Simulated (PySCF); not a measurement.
## Working out the ionisation energy of N²⁺

N²⁺ [He] 2s2 2p1 (2P) → N³⁺ [He] 2s2 (1S). All numbers are calculated (PySCF 2.14, the spin-free X2C one-electron Hamiltonian (Gaussian nucleus), in x2c-QZVPPall). Frozen: 1s2. Energies in hartree (1 hartree = 27.21139 eV):

```
            part  N²⁺ (lower)  N³⁺ (upper)
             UHF   -52.850162   -51.111983
CCSD correlation    -0.086029    -0.086899
             (T)    -0.001153     0.000000
```

Problem. What does Hartree-Fock give?

Solution. (-51.111983) − (-52.850162) = 1.738179 hartree = 47.298 eV.

Problem. What do CCSD and CCSD(T) give?

Solution. The CCSD correlation energies differ by -0.000870 hartree = -0.024 eV and the triples by 0.001153 hartree = 0.031 eV, so CCSD gives 47.274 eV and CCSD(T) 47.305 eV.

A first-order spin-orbit estimate adds 0.015 eV to CCSD(T) (valence), giving 47.320 eV against 47.445 eV (semi-empirical (NIST evaluation); NIST Atomic Spectra Database, ionization energies).

The coupled-cluster amplitudes are large, so a single reference is strained.

What remains against the reference includes basis incompleteness, the frozen core and higher excitations.
